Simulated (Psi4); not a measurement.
A dimer, BCl3 ··· H3Al (SMILES ClB(Cl)Cl and [AlH3]); the first 4 atoms form monomer A.

```
8

Cl    -0.9369    -1.4724     0.0046
B      0.0001     0.0000    -0.0010
Cl    -0.8070     1.5475     0.0048
Cl     1.7438    -0.0752    -0.0084
Al     0.9207    -4.0630     0.2171
H      1.5601    -3.6397    -1.1645
H     -0.2751    -5.0953     0.2510
H      1.4774    -3.4543     1.5648
```

Problem. What interaction energy does SAPT0/jun-cc-pVDZ, frozen core in Psi4 give, and which attractive term is the largest?

Solution. Total -9.31 kJ/mol: electrostatics -11.10, exchange 18.42, induction -7.68, dispersion -8.94. The most attractive term is electrostatics.
